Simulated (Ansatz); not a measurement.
Consider the homolysis of the B–C bond: `OBCO` → `[BH]O`• + `[CH2]O`•.

Program: Ansatz. Geometries: PBE0-D4/def2-TZVP. ΔE: electronic, gas phase. CCSD(T)/CBS is the MP2 limit (def2-TZVPP, def2-QZVPP) plus CCSD(T) − MP2 in def2-TZVPP, frozen cores. This one scheme is used for every species. DFT in def2-TZVPP. HSE06 is defined as in plane-wave codes. Open shells (•) are unrestricted, without spin–orbit coupling. Each species was taken in one conformer, which may not be the lowest.

(1) What is ΔE at CCSD(T)/CBS? (Best estimate.)

(2) What do these levels give: LDA (SPW92), r2SCAN-D4, B97M-V, r2SCAN0-D4, HSE06-D4, HSE06? (An estimate is asked.)

Largest T1 diagnostic among the species: 0.016.

## Answers

(1) Ansatz gave: +101.6 kcal/mol.

(2) The calculation gave: LDA (SPW92) 111.7, r2SCAN-D4 93.7, B97M-V 100.7, r2SCAN0-D4 94.0, HSE06-D4 97.8, HSE06 96.8 kcal/mol.

Leaving LDA and LC-ωPBE aside and taking each functional with its dispersion term where it has one, the values, not all of them listed here, spread over 8.4 kcal/mol, from r2SCAN-D4 to ωB97M-V. LDA lies +15.7 kcal/mol from PBE without D4, its usual overbinding. The D4 term adds +2.1 kcal/mol with B3LYP and +1.1 kcal/mol with PBE0; it sums over pairs of atoms, weighted by their polarisabilities, and B3LYP, whose exchange is more repulsive, gets the larger term. From BLYP to BHLYP (50 % exact exchange), in def2-TZVPP and without D4, ΔE moves by +3.7 kcal/mol.

B3LYP here is the variant with VWN-RPA as its local correlation; programs differ in this.
